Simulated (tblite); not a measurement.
A geometry optimisation, step by step.

Compound: C4H8FNSi.
Atom-mapped SMILES: `[CH3:1][C@H:2]([F:3])[CH2:4][SiH2:5][C:6]#[N:7]` (hydrogens: H8, H9, H10 on C1; H11 on C2; H12, H13 on C4; H14, H15 on Si5)

Computed with GFN2-xTB (tblite), gas phase: L-BFGS steps from a force-field or distance-geometry start until the largest atomic force falls under 0.01 eV/Å. 12 of its 112 geometries are shown.

Step 0: E = -597.5979 eV, largest atomic force 4.296 eV/Å
```
atom  x, y, z in Å  |  force x, y, z in eV/Å
C1     -2.203    0.484    0.166   -0.254   1.300  -0.629
C2     -1.052   -0.483    0.128   -0.392   0.300   0.970
F3     -0.924   -0.948    1.454    0.391  -0.161  -0.763
C4      0.158    0.332   -0.280   -0.119   0.484   1.490
Si5     1.718   -0.657   -0.371   -0.036  -1.766  -1.354
C6      3.068    0.320    0.328    3.231   2.338   1.596
N7      3.944    0.961    0.766   -2.120  -1.552  -1.052
H8     -3.158    0.021    0.431    0.282   0.248  -0.084
H9     -1.932    1.313    0.869   -0.515  -0.815  -0.331
H10    -2.228    0.965   -0.841   -0.555  -0.415   0.687
H11    -1.246   -1.351   -0.504    0.092  -0.099   0.056
H12     0.298    1.073    0.556   -0.238  -0.249  -0.874
H13    -0.088    0.840   -1.198    0.106   0.249  -0.138
H14     1.666   -1.960    0.290    0.006   0.067   0.169
H15     1.977   -0.903   -1.816    0.121   0.072   0.259
```

Step 10: E = -597.9521 eV, largest atomic force 0.279 eV/Å
```
atom  x, y, z in Å  |  force x, y, z in eV/Å
C1     -2.258    0.516    0.168   -0.056  -0.034   0.023
C2     -1.061   -0.437    0.153   -0.216   0.170  -0.046
F3     -0.891   -0.986    1.416   -0.020   0.057  -0.132
C4      0.200    0.336   -0.231   -0.160  -0.103  -0.075
Si5     1.764   -0.741   -0.422   -0.052   0.030  -0.005
C6      3.131    0.302    0.304    0.096   0.071   0.065
N7      3.937    0.969    0.774   -0.035  -0.068  -0.063
H8     -3.197    0.026    0.432    0.219  -0.096   0.062
H9     -2.070    1.319    0.882   -0.043  -0.103  -0.037
H10    -2.381    0.955   -0.820    0.030  -0.028   0.017
H11    -1.247   -1.300   -0.512    0.069   0.211   0.076
H12     0.338    1.116    0.520    0.074  -0.036  -0.007
H13    -0.010    0.840   -1.177    0.036   0.014   0.044
H14     1.690   -1.982    0.340    0.031  -0.030   0.007
H15     2.051   -0.924   -1.851    0.027  -0.054   0.072
```

Step 20: E = -597.9788 eV, largest atomic force 0.075 eV/Å
```
atom  x, y, z in Å  |  force x, y, z in eV/Å
C1     -2.284    0.519    0.175   -0.008   0.003  -0.010
C2     -1.069   -0.394    0.132    0.015   0.009  -0.014
F3     -0.904   -0.966    1.386    0.041  -0.030  -0.054
C4      0.208    0.349   -0.243   -0.027   0.018   0.027
Si5     1.763   -0.755   -0.408   -0.051   0.040   0.037
C6      3.133    0.297    0.307   -0.001  -0.038  -0.015
N7      3.958    0.955    0.753    0.036   0.016   0.004
H8     -3.163   -0.048    0.469   -0.043  -0.017   0.011
H9     -2.134    1.319    0.896    0.041   0.000  -0.009
H10    -2.451    0.949   -0.809   -0.024   0.009   0.014
H11    -1.256   -1.236   -0.550    0.049   0.002   0.011
H12     0.381    1.117    0.516   -0.029  -0.018  -0.027
H13     0.018    0.869   -1.183    0.033   0.007   0.014
H14     1.710   -1.996    0.359   -0.024   0.030   0.014
H15     2.086   -0.971   -1.823   -0.007  -0.032  -0.001
```

Step 30: E = -597.9909 eV, largest atomic force 0.081 eV/Å
```
atom  x, y, z in Å  |  force x, y, z in eV/Å
C1     -2.297    0.498    0.181    0.035   0.021   0.011
C2     -1.060   -0.382    0.086    0.051   0.005  -0.012
F3     -0.868   -0.998    1.317   -0.022  -0.021  -0.060
C4      0.207    0.395   -0.254    0.011  -0.010   0.054
Si5     1.747   -0.739   -0.372   -0.069   0.019   0.022
C6      3.155    0.286    0.303   -0.031  -0.019  -0.027
N7      4.008    0.926    0.719    0.066   0.033   0.022
H8     -3.150   -0.083    0.519   -0.016  -0.059  -0.045
H9     -2.125    1.291    0.903    0.019   0.067   0.001
H10    -2.521    0.937   -0.789    0.010  -0.027   0.037
H11    -1.217   -1.204   -0.626   -0.036   0.013   0.002
H12     0.349    1.149    0.526    0.014  -0.029  -0.068
H13     0.050    0.929   -1.194   -0.014  -0.043   0.067
H14     1.655   -1.956    0.429   -0.014   0.042   0.046
H15     2.063   -1.042   -1.770   -0.003   0.010  -0.050
```

Step 40: E = -597.9976 eV, largest atomic force 0.034 eV/Å
```
atom  x, y, z in Å  |  force x, y, z in eV/Å
C1     -2.295    0.490    0.190   -0.010   0.012   0.010
C2     -1.054   -0.377    0.062   -0.007  -0.001  -0.020
F3     -0.863   -1.052    1.261   -0.016   0.011  -0.018
C4      0.209    0.412   -0.251    0.009  -0.014   0.006
Si5     1.739   -0.727   -0.351    0.006  -0.004   0.002
C6      3.174    0.284    0.289   -0.001   0.003  -0.005
N7      4.049    0.903    0.693    0.015   0.007  -0.011
H8     -3.129   -0.116    0.536   -0.030   0.006  -0.003
H9     -2.124    1.289    0.906    0.005   0.012   0.022
H10    -2.547    0.923   -0.774    0.009   0.002  -0.002
H11    -1.217   -1.164   -0.685    0.006  -0.020  -0.020
H12     0.344    1.167    0.528   -0.010  -0.007  -0.002
H13     0.057    0.945   -1.191   -0.005  -0.006   0.022
H14     1.615   -1.899    0.511    0.033   0.003   0.006
H15     2.037   -1.071   -1.746   -0.004  -0.004   0.013
```

Step 50: E = -598.0029 eV, largest atomic force 0.070 eV/Å
```
atom  x, y, z in Å  |  force x, y, z in eV/Å
C1     -2.305    0.493    0.192    0.002   0.010  -0.010
C2     -1.074   -0.386    0.029    0.018   0.013  -0.027
F3     -0.907   -1.122    1.195    0.012   0.009  -0.040
C4      0.199    0.405   -0.237    0.038   0.005   0.030
Si5     1.746   -0.717   -0.311    0.004  -0.008   0.002
C6      3.204    0.308    0.259   -0.044  -0.033  -0.043
N7      4.115    0.898    0.623    0.001   0.038  -0.010
H8     -3.148   -0.106    0.528    0.006  -0.012   0.008
H9     -2.112    1.270    0.928   -0.018  -0.007   0.016
H10    -2.561    0.955   -0.756    0.023   0.020  -0.021
H11    -1.233   -1.130   -0.763   -0.033  -0.033   0.018
H12     0.314    1.149    0.554   -0.009   0.012   0.038
H13     0.067    0.955   -1.171    0.019  -0.029   0.025
H14     1.684   -1.849    0.611   -0.022   0.018  -0.019
H15     2.008   -1.115   -1.701    0.005  -0.004   0.032
```

Step 61: E = -598.0145 eV, largest atomic force 0.158 eV/Å
```
atom  x, y, z in Å  |  force x, y, z in eV/Å
C1     -2.300    0.506    0.183   -0.090  -0.027  -0.005
C2     -1.093   -0.396   -0.038   -0.048   0.054  -0.004
F3     -0.982   -1.253    1.052   -0.010   0.027  -0.040
C4      0.206    0.382   -0.172    0.006   0.060   0.033
Si5     1.748   -0.734   -0.217    0.088  -0.046   0.041
C6      3.224    0.357    0.159   -0.003  -0.007  -0.052
N7      4.154    0.993    0.366   -0.073  -0.016   0.008
H8     -3.162   -0.106    0.438   -0.034   0.021  -0.032
H9     -2.129    1.210    0.998    0.085  -0.102  -0.032
H10    -2.519    1.071   -0.720    0.035  -0.048   0.006
H11    -1.257   -1.055   -0.902    0.009   0.026   0.024
H12     0.253    1.066    0.674    0.117   0.078   0.072
H13     0.165    0.994   -1.073   -0.087   0.017  -0.026
H14     1.727   -1.776    0.802    0.007  -0.016   0.039
H15     1.960   -1.252   -1.572   -0.002  -0.021  -0.031
```

Step 71: E = -598.0314 eV, largest atomic force 0.101 eV/Å
```
atom  x, y, z in Å  |  force x, y, z in eV/Å
C1     -2.295    0.513    0.162    0.015  -0.030   0.008
C2     -1.096   -0.395   -0.071    0.011  -0.011   0.029
F3     -1.048   -1.329    0.960    0.005   0.045  -0.081
C4      0.222    0.368   -0.098   -0.044   0.002  -0.016
Si5     1.749   -0.772   -0.150    0.012  -0.022  -0.018
C6      3.203    0.389    0.049   -0.056  -0.037  -0.011
N7      4.091    1.105    0.143    0.038   0.017   0.025
H8     -3.196   -0.078    0.305    0.005  -0.035  -0.020
H9     -2.130    1.110    1.056   -0.028   0.034  -0.008
H10    -2.436    1.169   -0.692    0.028   0.008   0.027
H11    -1.230   -0.987   -0.989    0.041   0.044   0.081
H12     0.279    1.000    0.792   -0.046  -0.008   0.006
H13     0.207    1.038   -0.958    0.009   0.002  -0.007
H14     1.760   -1.742    0.940    0.038   0.024   0.025
H15     1.915   -1.381   -1.472   -0.027  -0.034  -0.040
```

Step 81: E = -598.0396 eV, largest atomic force 0.034 eV/Å
```
atom  x, y, z in Å  |  force x, y, z in eV/Å
C1     -2.294    0.508    0.157   -0.020  -0.011  -0.008
C2     -1.091   -0.379   -0.118    0.011  -0.021   0.016
F3     -1.070   -1.398    0.829    0.005   0.010  -0.027
C4      0.228    0.374   -0.050    0.003  -0.003  -0.010
Si5     1.744   -0.784   -0.094   -0.023  -0.002   0.021
C6      3.194    0.396   -0.048    0.033   0.008  -0.003
N7      4.079    1.122   -0.015   -0.004  -0.013  -0.005
H8     -3.197   -0.095    0.221    0.003   0.000  -0.014
H9     -2.160    1.035    1.099   -0.020  -0.002   0.005
H10    -2.408    1.233   -0.644    0.006   0.004   0.010
H11    -1.197   -0.887   -1.085   -0.008  -0.017   0.023
H12     0.243    0.958    0.874    0.024   0.005  -0.021
H13     0.254    1.083   -0.878    0.013   0.015   0.013
H14     1.837   -1.636    1.088   -0.004   0.007  -0.007
H15     1.835   -1.523   -1.358   -0.020   0.020   0.006
```

Step 91: E = -598.0414 eV, largest atomic force 0.048 eV/Å
```
atom  x, y, z in Å  |  force x, y, z in eV/Å
C1     -2.299    0.497    0.156    0.000   0.008  -0.004
C2     -1.083   -0.370   -0.127   -0.016  -0.022   0.004
F3     -1.051   -1.401    0.805    0.000  -0.004   0.011
C4      0.230    0.391   -0.048   -0.002  -0.022   0.011
Si5     1.739   -0.776   -0.077   -0.009  -0.041   0.024
C6      3.205    0.384   -0.061    0.014   0.015  -0.002
N7      4.096    1.103   -0.045    0.004  -0.017  -0.006
H8     -3.196   -0.117    0.196    0.013   0.009  -0.010
H9     -2.181    1.004    1.111   -0.017  -0.009   0.004
H10    -2.411    1.239   -0.629   -0.003   0.004   0.006
H11    -1.188   -0.872   -1.098    0.020   0.004  -0.008
H12     0.239    0.970    0.877    0.006   0.028   0.020
H13     0.269    1.105   -0.871   -0.012   0.004  -0.017
H14     1.831   -1.613    1.119   -0.004   0.031  -0.031
H15     1.796   -1.535   -1.330    0.007   0.010  -0.002
```

Step 101: E = -598.0434 eV, largest atomic force 0.023 eV/Å
```
atom  x, y, z in Å  |  force x, y, z in eV/Å
C1     -2.305    0.489    0.148    0.013  -0.004  -0.004
C2     -1.079   -0.367   -0.122   -0.004  -0.005  -0.005
F3     -1.055   -1.404    0.804    0.006   0.001   0.004
C4      0.230    0.401   -0.023   -0.003  -0.007  -0.001
Si5     1.736   -0.769   -0.057    0.003  -0.011   0.004
C6      3.212    0.379   -0.095   -0.002  -0.014   0.003
N7      4.117    1.080   -0.115    0.013   0.005  -0.003
H8     -3.204   -0.121    0.106   -0.015  -0.007   0.002
H9     -2.235    0.939    1.135   -0.002   0.004   0.007
H10    -2.376    1.276   -0.598    0.003   0.010  -0.007
H11    -1.160   -0.862   -1.099   -0.006   0.003  -0.001
H12     0.230    0.984    0.901    0.000  -0.003   0.002
H13     0.275    1.112   -0.849   -0.017   0.015   0.003
H14     1.847   -1.590    1.145   -0.002   0.013  -0.004
H15     1.761   -1.540   -1.304    0.013   0.000   0.001
```

Step 111: E = -598.0439 eV, largest atomic force 0.009 eV/Å
```
atom  x, y, z in Å  |  force x, y, z in eV/Å
C1     -2.308    0.486    0.148    0.001   0.001  -0.002
C2     -1.079   -0.366   -0.125   -0.001   0.001  -0.005
F3     -1.052   -1.408    0.795   -0.002   0.003   0.003
C4      0.227    0.406   -0.023   -0.002  -0.003   0.001
Si5     1.736   -0.762   -0.053    0.008  -0.004   0.000
C6      3.221    0.373   -0.102    0.004   0.006   0.003
N7      4.135    1.063   -0.131   -0.004  -0.005  -0.002
H8     -3.207   -0.124    0.096   -0.001   0.000   0.003
H9     -2.242    0.927    1.140    0.000  -0.003  -0.004
H10    -2.375    1.280   -0.591   -0.001   0.000   0.004
H11    -1.161   -0.856   -1.105    0.001  -0.001  -0.002
H12     0.223    0.982    0.905    0.001  -0.001   0.001
H13     0.267    1.123   -0.843    0.000   0.000   0.000
H14     1.844   -1.569    1.159   -0.002   0.004  -0.002
H15     1.767   -1.546   -1.291   -0.001   0.002   0.001
```

Problem. Summarise the path.

Solution. The energy falls by 0.4459 eV from step 0 to step 111; nine tenths of that is first reached at step 45. It rises by more than 0.2 meV at step 1. The largest force goes from 4.296 to 0.009 eV/Å. Among the bonds Si5–C6 changes most, from 1.807 to 1.870 Å; the atoms move by 0.600 Å rms after alignment.

Problem. Follow the three bonds and two angles with the largest change from start to end.

Solution. 
```tsv
step	E above end (eV)	largest force (eV/Å)	Si5–C6 (Å)	C4–Si5 (Å)	C4–H12 (Å)	C1–C2–C4 (°)	H14–Si5–H15 (°)
0	0.4459	4.296	1.807	1.850	1.126	105.8	107.3
5	0.1441	0.505	1.875	1.897	1.098	107.3	112.9
10	0.0918	0.279	1.867	1.908	1.092	109.4	114.4
14	0.0743	0.124	1.869	1.910	1.093	111.7	113.6
19	0.0658	0.081	1.869	1.913	1.093	112.5	113.1
24	0.0608	0.086	1.870	1.911	1.091	113.0	111.6
29	0.0545	0.105	1.867	1.915	1.095	113.1	111.3
34	0.0490	0.091	1.870	1.910	1.090	113.6	112.2
39	0.0465	0.037	1.868	1.912	1.093	113.6	113.0
43	0.0454	0.068	1.869	1.907	1.091	113.5	113.3
48	0.0423	0.090	1.869	1.913	1.093	113.4	113.3
53	0.0394	0.109	1.870	1.910	1.091	113.3	113.4
58	0.0365	0.108	1.871	1.913	1.094	113.1	112.8
63	0.0249	0.324	1.871	1.907	1.091	112.9	114.4
68	0.0161	0.089	1.877	1.909	1.093	113.1	113.9
72	0.0113	0.128	1.870	1.907	1.093	112.5	113.3
77	0.0059	0.084	1.871	1.907	1.093	112.9	113.7
82	0.0040	0.047	1.870	1.908	1.093	113.0	113.6
87	0.0032	0.027	1.870	1.907	1.093	113.1	113.9
92	0.0021	0.057	1.870	1.908	1.092	113.4	113.7
97	0.0009	0.035	1.870	1.908	1.093	113.4	114.1
101	0.0004	0.023	1.870	1.907	1.092	113.5	113.7
106	0.0001	0.020	1.870	1.908	1.092	113.3	113.8
111	0.0000	0.009	1.870	1.908	1.092	113.4	113.8
```

What follows is the cost of the whole relaxation. Hardware: an Arm Neoverse N1 with one thread, shared host. Cost: 1.1 s wall.
